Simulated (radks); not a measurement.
The numbers below are computed, except where a source is named.
Ionisation of the technetium ion Tc+, [Kr] 4d5 5s1, to Tc2+, [Kr] 4d5, under several functionals. Scalar-relativistic Kohn-Sham, spin-polarised, spherical densities, point nucleus; open shells are filled with parallel spins first (spin-orbit coupling, left out, can overturn this in heavy ions); a radial shooting solver on a logarithmic mesh with Libxc functionals.

functional,E(Tc+) (hartree),Exc (hartree),IE (eV),-e(HOMO) (eV),<r> HOMO (bohr),IE error (eV)
exchange-only B88,-4283.97841,-126.70757,15.301,11.865,2.984,+0.041
AM05,-4281.35045,-124.07060,15.625,12.231,2.942,+0.365
RPBE,-4285.78065,-128.55428,15.480,12.063,2.970,+0.220
BP86,-4286.38528,-129.15715,15.713,12.321,2.946,+0.453
revPBE,-4285.70167,-128.47390,15.492,12.083,2.963,+0.232
OLYP,-4287.22550,-130.10372,15.154,11.781,2.954,-0.106
PW91,-4286.21707,-128.99297,15.684,12.240,2.960,+0.424
exchange-only LDA,-4277.23620,-119.88327,15.307,11.863,2.974,+0.047
"LDA (Slater exchange, Perdew-Wang correlation)",-4281.12484,-123.83584,15.890,12.431,2.945,+0.630

NIST Atomic Spectra Database: 15.260 eV (semi-empirical). Closest: exchange-only B88. The Delta-SCF values span 0.74 eV, the total energies 9.99 hartree. The highest occupied level is 5s. Open shells are spherical and high-spin; term and fine-structure splittings are not resolved.
